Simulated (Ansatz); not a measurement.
Computed with Ansatz on PBE0-D4/def2-TZVP structures; ΔE is electronic, products minus reactants. CCSD(T)/CBS adds triple-zeta CCSD(T) − MP2 to the extrapolated MP2 energy (def2 sets, frozen cores). This one scheme is used for every species. Functionals use def2-TZVPP. Each species was taken in one conformer, which may not be the lowest.

`[BH2][AlH][OH]` + CH₃SH → `[BH2][AlH][S]C` + H₂O  (ligand exchange at the Al–O bond)

```tsv
level	ΔE (kJ/mol)
RPA@PBE/def2-TZVPP	30.9
SCS-MP2/def2-QZVPP	29.4
```

Task: What does CCSD(T)/CBS give? (An estimate is asked.)

Result: Ansatz gave: +22.7 kJ/mol. The listed levels differ from it by 8.2, 6.7 kJ/mol.

Largest T1 diagnostic among the species: 0.012.

Leaving LDA and LC-ωPBE aside and taking each functional with its dispersion term where it has one, the values, not all of them listed here, spread over 21.3 kJ/mol, from revPBE-D4 to CAM-B3LYP-D4. At CCSD(T), def2-SVP lies +9.4 kJ/mol from the extrapolated value and def2-TZVPP +4.1 kJ/mol.
